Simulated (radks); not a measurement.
Charge is removed step by step from the 4d down level of neutral cadmium, starting from [Kr] 4d(up 5, down 5) 5s2. Method: scalar-relativistic Kohn-Sham, r2SCAN, spin-polarised, spherical densities, finite nucleus; meta-GGA in the generalised Kohn-Sham scheme; Fermi nuclear charge, rms radius 4.6087 fm; computed with a radial shooting solver on a logarithmic mesh with Libxc functionals.

removed (e),E - E(0) (eV),eigenvalue (eV),E minus straight line (eV)
0,0.000,-12.195,0.000
0.1,1.276,-13.341,-0.546
0.2,2.669,-14.511,-0.977
0.3,4.179,-15.703,-1.289
0.4,5.810,-16.916,-1.481
0.5,7.563,-18.149,-1.551
0.6,9.440,-19.401,-1.497
0.7,11.443,-20.672,-1.316
0.8,13.574,-21.960,-1.008
0.9,15.835,-23.266,-0.570
1,18.227,-24.588,0.000

Removing the whole electron costs 18.227 eV by Delta-SCF, against 12.195 eV from minus the eigenvalue at the starting occupation. Slater's transition state (half an electron removed) gives 18.149 eV. Integrating minus the eigenvalue over the occupation (Janak's theorem) gives 18.229 eV. In this scalar-relativistic scheme the density is built from large components alone, so the theorem holds only approximately. The mean slope of the eigenvalue, de/dn, is 12.4 eV per electron.
